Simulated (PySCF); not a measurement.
# Solvent effects on NMR parameters

Atom-mapped SMILES (the numbers label the heavy atoms): `[F:1][C:2]([F:3])([F:4])[C@@H:5]1[CH2:6][O:7][C@H:8]([CH2:9][Cl:10])[O:11]1`. Each H is labelled by its parent atom. Ha(C6) is cis to C2 on the ring; Ha(C9) is pro-R; Hb(C9) is pro-S; Hb(C6) is trans to C2 on the ring.

GIAO PBE0/pcSseg-1 in PySCF 2.14 on one PBE0-D3(BJ)/def2-SVP conformer, non-relativistic, equivalent nuclei averaged. Solvents enter as an IEF-PCM continuum (cyclohexane with ε = 2.0, chloroform with ε = 4.7) around the gas-phase geometry. Shifts are referred to CFCl3, TMS computed in the same medium.

In cyclohexane, δ in ppm: F1/F3/F4 -90.9, C2 129.4, C8 108.9, C5 75.4, C6 64.9, C9 46.2, H(C8) 5.41, Hb(C6) 4.24, H(C5) 4.15, Ha(C6) 3.88, Ha(C9) 3.47, Hb(C9) 3.13. Dipole moment 1.83 D.

**Question.** How does each δ change in the more polar medium?

**Answer.** 
| atoms | environment | Δδ, chloroform |
| --- | --- | --- |
| F1/F3/F4 | fluorine of a CF3 group | +0.5 |
| C2 | CF3 carbon | +0.5 |
| C8 | sp3 carbon bearing two oxygens | +0.2 |
| C5 | sp3 CH bonded to O | +0.2 |
| C6 | sp3 CH2 bonded to O | +0.3 |
| C9 | sp3 CH2 bonded to Cl | +0.5 |
| H(C8) | hydrogen on an sp3 carbon bearing two oxygens | +0.04 |
| Hb(C6) | hydrogen on an sp3 CH2 bonded to O | +0.09 |
| H(C5) | hydrogen on an sp3 CH bonded to O | +0.11 |
| Ha(C6) | hydrogen on an sp3 CH2 bonded to O | +0.06 |
| Ha(C9) | hydrogen on an sp3 CH2 bonded to Cl | +0.07 |
| Hb(C9) | hydrogen on an sp3 CH2 bonded to Cl | +0.09 |

Changes are relative to cyclohexane. The dipole moment becomes 1.99 D in chloroform.

**Question.** Which nuclei move most (in ppm), and what does the model miss?

**Answer.** F1/F3/F4 (fluorine of a CF3 group, +0.5 ppm) and C2 (CF3 carbon, +0.5 ppm) and C9 (sp3 CH2 bonded to Cl, +0.5 ppm) in chloroform. A continuum only polarises the solute; specific hydrogen bonds, the anisotropy of aromatic solvents and changes of geometry or conformer are outside it.
